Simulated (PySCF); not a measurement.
## Two-component Hartree-Fock for Cr¹⁴⁺ (chromium, charge +14)

Start: [Ne]. Calculated with PySCF 2.14 in an uncontracted even-tempered set (18 s from 2.6 bohr⁻², ratio 2.4; 12 p from 3.4 bohr⁻², ratio 2.4; 5 d from 18 bohr⁻², ratio 2.6; 5 f from 27 bohr⁻², ratio 2.6): generalised Hartree-Fock with the X2C-1e Hamiltonian and a Gaussian nucleus; one run each with spin-orbit coupling (SO) switched off, then screened by Boettger's factors.

```
spinor shell  electrons  ε, spin-free (eV)  ε, screened SO (eV)  weight of nominal j (screened SO)  rms radius, screened SO (bohr)
       1s1/2          2            -6477.4              -6477.4                              1.000                          0.0733
       2s1/2          2            -1130.8              -1130.8                              1.000                           0.311
       2p1/2          2            -1015.9              -1022.1                              1.000                           0.280
       2p3/2          4            -1015.9              -1012.9                              1.000                           0.282
```

```json
{"quantity": "E (hartree)", "spin-free": "-963.33437", "screened SO": "-963.34549"}
{"quantity": "M_J", "spin-free": "0", "screened SO": "0"}
{"quantity": "⟨J²⟩", "spin-free": "0.000", "screened SO": "0.000"}
{"quantity": "⟨L²⟩", "spin-free": "0.000", "screened SO": "0.000"}
{"quantity": "⟨S²⟩", "spin-free": "0.000", "screened SO": "0.000"}
```

Without spin-orbit coupling the j labels of p, d and f shells carry no meaning; the spin-free column gives the mean over the occupied spinors of each nl shell.
